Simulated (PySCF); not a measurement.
# C4H9FO3Si: full NMR table

* Formula: C4H9FO3Si
* SMILES: F[C@H]1CO[C@H](O[SiH3])OC1
* InChI: InChI=1S/C4H9FO3Si/c5-3-1-6-4(8-9)7-2-3/h3-4H,1-2H2,9H3/t3-,4-
* Point group of the computed structure: C1
* Degrees of unsaturation: 1
* Carbon signals: 3
* Proton signals: 5

Structure with atom numbers: `[F:1][C@H:2]1[CH2:3][O:4][C@H:5]([O:6][SiH3:7])[O:8][CH2:9]1`; H(Xn) means a hydrogen on atom n. Ha(C3), Ha(C9) are cis to F1 on the ring; Hb(C3), Hb(C9) are trans to F1 on the ring.

PySCF 2.14.0 with density-fitted response routines calculation with shieldings: GIAO PBE0/pcSseg-1 and GFN2-xTB structure; non-relativistic, single conformer, equivalent nuclei averaged, isolated molecule.

Shifts are taken against calculated references (same method and geometry level): ¹H (σref 31.72), ¹³C (σref 186.93), ²⁹Si (σref 349.16) against TMS; ¹⁹F (σref 170.95) against CFCl3; ¹⁷O (σref 336.08) against H2O.

| carbon | δC, type | δH (multiplicity) | HMBC from (2–3 bonds) | span of the C tensor (ppm) |
| --- | --- | --- | --- | --- |
| C2 | 87.7, CH | 4.24 (m) | Hb(C3)/Hb(C9), Ha(C3)/Ha(C9) | 85 |
| C3/C9 | 64.0, CH2 | Hb(C3) 4.40 (m); Ha(C3) 4.21 (m) | H(C5), Hb(C3)/Hb(C9), H(C2), Ha(C3)/Ha(C9) | 39 |
| C5 | 107.5, CH | 5.76 (s) | H(Si7), Hb(C3)/Hb(C9), Ha(C3)/Ha(C9) | 34 |

Other nuclei:
```tsv
atoms	nucleus	environment	δ (ppm)	σ (ppm)
H(Si7)	¹H	hydrogen on a silicon bonded to O	4.88	26.83
F1	¹⁹F	fluorine on an sp3 carbon	-211.3	382.3
Si7	²⁹Si	silicon bonded to O, 3 H	-38.8	387.9
O4/O8	¹⁷O	ether oxygen	72.6	263.5
O6	¹⁷O	oxygen bonded to C, Si	68.4	267.7
```

- Carbon types of the structure: 2 × CH, 2 × CH2, leaving 3 H on heteroatoms.
- δC 107.5: sp3 carbon bearing two oxygens; 3 electronegative neighbours deshield it.
- δC 87.7: sp3 CH bonded to F; deshielded by the electronegative neighbour.
- δC 64.0: sp3 CH2 bonded to O; the inductive effect lowers its shielding.
- δH 5.76: hydrogen on an sp3 carbon bearing two oxygens; its carbon carries O, an electronegative neighbour.
- δH 4.40, 4.21: hydrogen on an sp3 CH2 bonded to O; its carbon carries O, which withdraws density.

Splittings by ¹⁹F in the carbon and heteronuclear signals aren't shown, as no couplings were computed. Shifts are as computed. Against solution values, carbons near 30 ppm lie about +3 ppm off and those near 130 ppm about +5 ppm. Of 1309 compounds with measured shifts, 239 miss one by over three times the rms of a fit or turn the order of signals round; such compounds aren't used in these exercises. Unscaled 19F shifts against computed CFCl3 carry errors that often reach 10 to 50 ppm. Experimental scales use liquid or dissolved standards, which lie at an offset from isolated H2O (liquid H2O: subtract about 36 ppm). No couplings were computed; multiplicities are counted from neighbouring protons, with m where these are inequivalent, close in shift, in a saturated or five-membered ring or joined by F or P, and br s for small geminal =CH2 splittings.
